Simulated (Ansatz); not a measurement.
Start from `O[SiH2][SiH2][SiH2]Cl` and change one atom or group to get `O[SiH2][SiH2][GeH3]`.

Ansatz, PBE0-D4/def2-TZVP geometries, multiplicity 1. Each molecule was computed in one conformer, which needn't be the lowest.

Scalar relativity is left out up to krypton.

| property | `O[SiH2][SiH2][SiH2]Cl` |
| --- | --- |
| size of the dipole moment (B3LYP/def2-TZVPP) / D | 1.57 |
| LUMO energy (PBE0/def2-TZVPP) / eV | -1.16 |
| LUMO energy (ωB97M-V/def2-TZVPP) / eV | 0.58 |
| LUMO energy (B3LYP/def2-TZVPP) / eV | -1.33 |
| HOMO energy (PBE/def2-TZVPP) / eV | -6.57 |
| HOMO energy (PBE0/def2-TZVPP) / eV | -7.74 |

Give the same properties after the change, and the shifts. (An estimate is asked.)

Computed: 
```json
{"property": "size of the dipole moment (B3LYP/def2-TZVPP) / D", "`O[SiH2][SiH2][GeH3]`": "1.38", "shift": "-0.19"}
{"property": "LUMO energy (PBE0/def2-TZVPP) / eV", "`O[SiH2][SiH2][GeH3]`": "-0.56", "shift": "0.60"}
{"property": "LUMO energy (ωB97M-V/def2-TZVPP) / eV", "`O[SiH2][SiH2][GeH3]`": "1.10", "shift": "0.52"}
{"property": "LUMO energy (B3LYP/def2-TZVPP) / eV", "`O[SiH2][SiH2][GeH3]`": "-0.77", "shift": "0.56"}
{"property": "HOMO energy (PBE/def2-TZVPP) / eV", "`O[SiH2][SiH2][GeH3]`": "-6.73", "shift": "-0.16"}
{"property": "HOMO energy (PBE0/def2-TZVPP) / eV", "`O[SiH2][SiH2][GeH3]`": "-7.80", "shift": "-0.06"}
```

With PBE0 the HOMO falls by 0.06 eV and the LUMO rises by 0.60 eV, so the gap widens by about 0.66 eV. PBE moves the HOMO by -0.16 eV and ωB97M-V by -0.05 eV. Dipoles are sizes alone; their direction can turn.

B3LYP here is the variant with VWN-RPA as its local correlation; programs differ in this.
